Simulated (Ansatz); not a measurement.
Molecule: sum formula H3SiO3, net charge 0, doublet state. It need not be the lowest isomer of its formula. 
Structure (B3LYP-D3(BJ)/def2-TZVP (Ansatz, a program for electronic structure) minimum search):
```
Si
O 1 1.6473
H 2 0.9617 1 117.63
O 1 1.6473 2 108.18 3 -59.54
H 4 0.9617 1 117.63 2 -176.52
O 1 1.6473 2 108.18 3 -176.52
H 6 0.9617 1 117.63 2 -59.54
```
Charge 0, spin multiplicity 2.

Basis-set convergence of Hartree-Fock and MP2 correlation energies (hartree) with Ansatz. Valence correlation only, unless marked. Open shells are spin-unrestricted. No spin-orbit coupling. Non-relativistic.

| basis | functions | E(HF) | E(corr, MP2) |
|---|---|---|---|
| def2-SVP | 75 | -515.09010 | -0.63518 |
| def2-TZVPP | 177 | -515.50536 | -0.81815 |
| def2-QZVPP | 331 | -515.52675 | -0.88659 |

Extrapolating the two largest sets (X = 3 and 4) as X^-3: E(corr) = (64·(-0.88659) - 27·(-0.81815))/37 = -0.9365 Eh, an estimate of the basis-set limit. The largest set recovers 94.7 % of it, the smallest 67.8 %.
